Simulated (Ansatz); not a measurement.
Consider the redistribution: `CB[SiH2]BC` + `OB([SiH3])Cl` → `CBB([SiH3])Cl` + `CB[SiH2]O`.

Gas-phase electronic energies from Ansatz, PBE0-D4/def2-TZVP geometries. CCSD(T)/CBS is the MP2 limit (def2-TZVPP, def2-QZVPP) plus CCSD(T) − MP2 in def2-TZVPP, frozen cores. DFT in def2-TZVPP. One conformer a species, not always the lowest.

(1) Is it downhill or uphill in electronic energy at CCSD(T)/CBS, and by how much? (Best estimate.)

(2) What do these levels give: PBE-D4, PBE0-D4, PBE, r2SCAN, PBE0, HF/def2-TZVPP, MP2/def2-TZVPP, SCS-MP2/def2-TZVPP, HF/def2-QZVPP, MP2/def2-QZVPP, HF/CBS(def2), MP2/CBS(def2)? (Estimate.)

Largest T1 diagnostic among the species: 0.013.

Results:

(1) The calculation gave: Uphill: ΔE = +57.4 kJ/mol.

(2) Computed: PBE-D4 69.5, PBE0-D4 64.7, PBE 69.6, r2SCAN 63.3, PBE0 65.0, HF/def2-TZVPP 45.0, MP2/def2-TZVPP 58.7, SCS-MP2/def2-TZVPP 54.9, HF/def2-QZVPP 43.7, MP2/def2-QZVPP 56.3, HF/CBS(def2) 43.6, MP2/CBS(def2) 55.3 kJ/mol.

In def2-TZVPP, CCSD(T) changes the Hartree–Fock value by +15.8 kJ/mol (the triples alone add +3.7 kJ/mol) and MP2 by +13.7 kJ/mol. From PBE to PBE0 (25 % exact exchange), in def2-TZVPP and without D4, ΔE moves by −4.7 kJ/mol.
